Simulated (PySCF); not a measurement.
# `c1[nH]c[n+]2c1C[Se]C2`, [C₅H₇N₂Se]+, charge +1

Cartesian coordinates in Å; atom numbers follow the order of the lines, from 1:
```xyz
15

C     1.0580   -1.3336   -0.1181
N     2.0139   -0.3600   -0.1366
C     1.4284    0.8325   -0.0511
N     0.1173    0.6440    0.0182
C    -0.1479   -0.7003   -0.0222
C    -1.5668   -1.1001    0.0515
Se   -2.4828    0.4836    0.8442
C    -0.9712    1.5723    0.1185
H     1.2895   -2.3779   -0.1699
H     3.0108   -0.5244   -0.1917
H     1.9295    1.7812   -0.0371
H    -1.9810   -1.3026   -0.9398
H    -1.7265   -1.9711    0.6856
H    -1.2346    1.9672   -0.8678
H    -0.7411    2.3971    0.7945
```

Total charge +1.

Computed with TDDFT PBE0/def2-SVPD excited states, vertical, gas phase in PySCF. Geometry: GFN2-xTB.

The calculation is non-relativistic, which matters for the atoms heavier than Zn.

Problem. How strongly do the lowest singlets absorb one photon, and two photons of half the energy?

Solution. δ for parallel linear polarisation; σ at the peak of a Lorentzian of half width 0.1 eV, single beam; Ω is circular over linear.
| state | E (eV) | f | photon λ (nm) | δ (au) | σ (GM) | Ω | main |
| --- | --- | --- | --- | --- | --- | --- | --- |
| S1 | 3.80 | 0.001 | 653 | 16.4 | 0.09 | 0.83 | HOMO→LUMO 0.71, HOMO→LUMO+1 0.27 |
| S2 | 4.34 | 0.004 | 571 | 54.3 | 0.38 | 0.70 | HOMO→LUMO+1 0.67, HOMO→LUMO 0.29 |
| S3 | 5.39 | 0.004 | 460 | 25.5 | 0.27 | 1.10 | HOMO→LUMO+2 0.94 |
| S4 | 5.74 | 0.004 | 432 | 13.5 | 0.16 | 0.39 | HOMO→LUMO+3 0.70, HOMO→LUMO+4 0.22 |
| S5 | 5.87 | 0.064 | 422 | 47.8 | 0.60 | 1.45 | HOMO−1→LUMO 0.90 |

Among these, the strongest one-photon state is S5, the strongest two-photon state S5.
